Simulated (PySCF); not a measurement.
Ionisation energy of W by level of theory

W [Xe] 4f14 5d4 6s2 (5D) → W⁺ [Xe] 4f14 5d4 6s1 (6D), as a difference of total energies. All numbers are calculated (PySCF 2.14, scalar relativity through the core potential, in aug-cc-pVDZ-PP with ECP60MDF (5s5p4d2f, 54 functions)). Correlated levels: valence: 5s2 5p6 frozen. The calculations carry no spin-orbit coupling.

Question: Order these methods by the ionisation energy they give, lowest first.
A. SCS-MP2 (valence)
B. PBE
C. MP2 (valence)
D. UHF

Answer: D (5.909 eV), C (7.144 eV), A (7.380 eV), B (7.525 eV).

Errors of the correlated levels include the incompleteness of this basis and the frozen core.

MP2 underrates the near-degeneracy of ns² with np² in the lower species.

For comparison: 7.825 eV (measured; NIST levels, between the centres of gravity of the two terms).
